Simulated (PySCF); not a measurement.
Electron correlation in Ce²⁹⁺ (cerium, charge +29)

Starting occupation: [Ar] 3d10 4s1, 4s1/2 with m_j = +1/2. Calculation: PySCF 2.14, in an uncontracted even-tempered set (17 s from 2.6 bohr⁻², ratio 2.8; 13 p from 3.4 bohr⁻², ratio 2.8; 8 d from 6 bohr⁻², ratio 2.8; 4 f from 14 bohr⁻², ratio 3); X2C-1e with screened-nucleus spin-orbit coupling, Gaussian nucleus. Frozen: [Ne]; 19 electrons correlated; the 74 highest virtual spinors left out.

MP2 pair energies summed by pair of shells (mhartree):

```tsv
pair	energy	share (%)
3d3/2-3d5/2	-186.11	26.0
3d5/2-3d5/2	-130.95	18.3
3d5/2-3p3/2	-65.65	9.2
3d3/2-3d3/2	-56.34	7.9
3d3/2-3p3/2	-44.68	6.2
3d5/2-3p1/2	-33.24	4.6
3d5/2-3s1/2	-26.05	3.6
3p1/2-3p3/2	-24.92	3.5
3d5/2-4s1/2	-24.76	3.5
3p3/2-3p3/2	-24.40	3.4
3d3/2-3p1/2	-21.47	3.0
3d3/2-3s1/2	-17.51	2.4
3d3/2-4s1/2	-16.08	2.2
3p3/2-3s1/2	-13.34	1.9
3p3/2-4s1/2	-7.85	1.1
3p1/2-3s1/2	-6.93	1.0
3p1/2-3p1/2	-6.09	0.9
3s1/2-3s1/2	-3.79	0.5
3p1/2-4s1/2	-3.38	0.5
3s1/2-4s1/2	-1.96	0.3
```

Total MP2 correlation energy: -715.49 mhartree.

At this charge the one-electron X2C treatment keeps the bare 1/r₁₂, with no two-electron picture change or Breit term. The effect here is smaller than on the frozen 1s shell.
